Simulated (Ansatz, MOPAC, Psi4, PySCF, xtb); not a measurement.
Noncovalent pair: CH3F (SMILES CF) (first 5 atoms) with H2 (SMILES [H][H]); geometry from B3LYP-D3(BJ)/def2-TZVP, rigid monomers moved along the line of their centres of mass till F2···H6 is 2.29 Å.
(charge 0, multiplicity 1):
```xyz
7

C     -0.4448    -0.6709    -0.3515
F     -0.2025     0.6227     0.0983
H      0.1037    -0.8265    -1.2811
H     -0.1054    -1.3753     0.4088
H     -1.5157    -0.7880    -0.5214
H      0.1709     0.2706     2.3345
H      0.2612    -0.0556     2.9980
```

Interaction energies are E(AB) − E(A) − E(B) at the monomers' geometry in the complex; basis-set methods are counterpoise corrected. Rows marked so take none.

Correlated levels freeze the cores. CBS(a, b) extrapolates the correlation energy as X⁻³ and adds the Hartree–Fock energy of set b. Rows in 6-31G*, STO-3G carry no dispersion term and start afresh at each structure (6-31G* with six Cartesian d functions). MP2/6-31G* freezes PySCF's default core. The state that PM3 reach isn't checked.

Programs: Ansatz (Gaussian basis) for Hartree–Fock, density functionals and correlated methods; MOPAC for PM3 (differences of heats of formation); Psi4 for SAPT; PySCF for 6-31G* rows, STO-3G rows, the dispersion terms; xtb for the GFN methods. Values without a source in brackets are computed.

```csv
level,interaction energy (kcal/mol)
PM3,0.52
GFN2-xTB,0.31
HF/STO-3G (no counterpoise),0.07
B3LYP-D3(BJ)/def2-TZVPPD,-0.33
M06-2X/6-31G* (no counterpoise),-1.59
MP2/6-31G* (no counterpoise),-1.03
CCSD(T)/aug-cc-pVDZ,-0.11
"CCSD(T)/CBS(aug-cc-pVDZ, aug-cc-pVTZ)",(withheld)
SAPT0/jun-cc-pV(D+d)Z,0.04
```

Q: Some entries are withheld; supply them.

A: 
- CCSD(T)/CBS(aug-cc-pVDZ, aug-cc-pVTZ), interaction energy (kcal/mol): -0.45

Ansatz is an electronic-structure program.
